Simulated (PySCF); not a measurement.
# Ru: ionisation energy

Ru [Kr] 4d7 5s1 (5F) → Ru+ [Kr] 4d7 (4F), as a difference of total energies. Calculation: PySCF 2.14, in x2c-TZVPall; the spin-free X2C one-electron Hamiltonian (Gaussian nucleus). Correlated levels: valence: [Kr] frozen. The calculations carry no spin-orbit coupling.

| method | ionisation energy (eV) | error (eV) |
| --- | --- | --- |
| UHF | 6.297 | -1.068 |
| B3LYP | 7.599 | +0.234 |
| TPSS | 7.542 | +0.177 |
| MP2 (valence) | 6.900 | -0.465 |
| SCS-MP2 (valence) | 6.709 | -0.656 |

Reference: 7.365 eV (measured; NIST levels, between the centres of gravity of the two terms).

Errors of the correlated levels include the incompleteness of this basis and the frozen core.
